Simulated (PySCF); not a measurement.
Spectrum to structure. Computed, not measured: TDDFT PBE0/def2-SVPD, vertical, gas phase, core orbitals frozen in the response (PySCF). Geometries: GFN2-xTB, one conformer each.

```
state  λ (nm)       f
   S1   612.2  0.0000
   S2   320.5   0.085
   S3   276.1  0.0001
   S4   260.7  0.0004
   S5   251.6   0.088
   S6   213.8   0.136
```

Orbital energies (eV): HOMO-3 -8.62, HOMO-2 -8.59, HOMO-1 -7.25, HOMO -6.47, LUMO -2.88, LUMO+1 -0.51, LUMO+2 0.52.

Question: Which structure fits?
A. `C#CC(=C)C(C)=S`
B. `C=NNC1CC1`
C. `[H]/N=C(\C)CN=C`

Answer: A. Its S1, at 2.03 eV, is the lowest among the candidates; the nearest of the others has S1 at 4.90 eV. S1 is HOMO→LUMO (99%). Löwdin shares by element: HOMO sulfur 73%, carbon 15% or more; LUMO carbon 56% or more, sulfur 28% (atoms not listed hold the other 16%). At the same level the other candidates give, for their lowest levels:
- `C=NNC1CC1`: 228 nm (f 0.140); 222 nm (f 0.176); 205 nm (f 0.003); 203 nm (f 0.007); 196 nm (f 0.017); T1 3.57 eV; HOMO -5.94, LUMO 0.26 eV
- `[H]/N=C(\C)CN=C`: 253 nm (f 0.001); 234 nm (f 0.010); 204 nm (f 0.029); 196 nm (f 0.011); 177 nm (f 0.043); T1 4.07 eV; HOMO -7.31, LUMO -0.56 eV

The values belong to the conformer `[CH:1]#[C:2][C:3](=[CH2:4])[C:5]([CH3:6])=[S:7]`: C2–C3–C5–C6 3°.
Triplets come from the Tamm–Dancoff approximation.
